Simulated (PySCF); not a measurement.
SMILES C=CC[SiH2][Si](Cl)(Cl)Cl, singlet, GFN2-xTB optimised geometry.

```
15

C     -3.47    -3.13     2.90
C     -2.78    -2.01     2.99
C     -2.18    -1.29     1.83
Si    -0.28    -1.48     1.80
Si     0.57    -0.28     0.00
Cl     0.00    -1.03    -1.80
Cl     2.60    -0.28     0.00
Cl     0.00     1.67     0.00
H     -3.88    -3.63     3.77
H     -3.66    -3.60     1.95
H     -2.60    -1.56     3.96
H     -2.43    -0.23     1.90
H     -2.60    -1.67     0.90
H      0.28    -0.98     3.06
H      0.06    -2.90     1.70
```

Density from CAM-B3LYP/def2-TZVP (PySCF 2.14.0) at that geometry.

Minimum of the electron density along straight lines between bonded atoms, close to the bond critical point (lines longer than 1.1 times the sum of covalent radii, or with two minima, are not listed):

| bond | length / Å | ρ at the minimum / e bohr⁻³ | ∇²ρ there / e bohr⁻⁵ | position (fraction from the first atom) |
|---|---|---|---|---|
| C1–C2 | 1.320 | 0.362 | -1.14 | 0.49 |
| C2–C3 | 1.489 | 0.263 | -0.70 | 0.51 |
| C3–Si4 | 1.911 | 0.117 | 0.12 | 0.61 |
| Si4–Si5 | 2.329 | 0.098 | -0.14 | 0.36 |
| Si5–Cl6 | 2.034 | 0.105 | 0.22 | 0.37 |
| Si5–Cl7 | 2.033 | 0.105 | 0.23 | 0.37 |
| Si5–Cl8 | 2.035 | 0.105 | 0.22 | 0.37 |
| C1–H9 | 1.076 | 0.289 | -1.04 | 0.65 |
| C1–H10 | 1.078 | 0.287 | -1.03 | 0.64 |
| C2–H11 | 1.082 | 0.288 | -1.04 | 0.65 |
| C3–H12 | 1.092 | 0.275 | -0.93 | 0.64 |
| C3–H13 | 1.091 | 0.276 | -0.94 | 0.64 |
| Si4–H14 | 1.469 | 0.125 | 0.16 | 0.49 |
| Si4–H15 | 1.468 | 0.125 | 0.16 | 0.49 |
